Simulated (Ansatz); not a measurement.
C5H4, SMILES `C=C=C=C=C` (charge 0, multiplicity 1).

Cartesian coordinates (Å):
```xyz
9

C      2.5677     0.0939    -0.3691
C      1.2672     0.0466    -0.2614
C      0.0000     0.0003    -0.1567
C     -1.2672    -0.0461    -0.0520
C     -2.5677    -0.0940     0.0552
H      3.0444     0.6031    -1.2009
H      3.2101    -0.3746     0.3699
H     -3.1161     0.6748     0.5905
H     -3.1385    -0.9040    -0.3878
```
Charge 0, multiplicity 1.

Frozen-core energies in 6-31g from Ansatz (an electronic-structure program) at a geometry from PBE0-D3(BJ)/def2-TZVP; the HF reference has <S^2> = 0.00 (restricted, and unstable towards unrestricted orbitals) and the T1 diagnostic is 0.015.

| level | energy (Ha) |
|---|---|
| HF | -191.45812 |
| MP2 | -191.88968 |
| CCSD | -191.93184 |

### Question
Estimate the energies of CCSD(T), CCSDT and CCSDT(Q), and give each level's difference from CCSDT(Q).

### Answer

| level | energy (Ha) | difference from CCSDT(Q) (mHa) |
|---|---|---|
| MP2 | -191.88968 | 64.18 |
| CCSD | -191.93184 | 22.02 |
| CCSD(T) | -191.95170 | 2.15 |
| CCSDT | -191.95238 | 1.48 |
| CCSDT(Q) | -191.95386 | 0.00 |
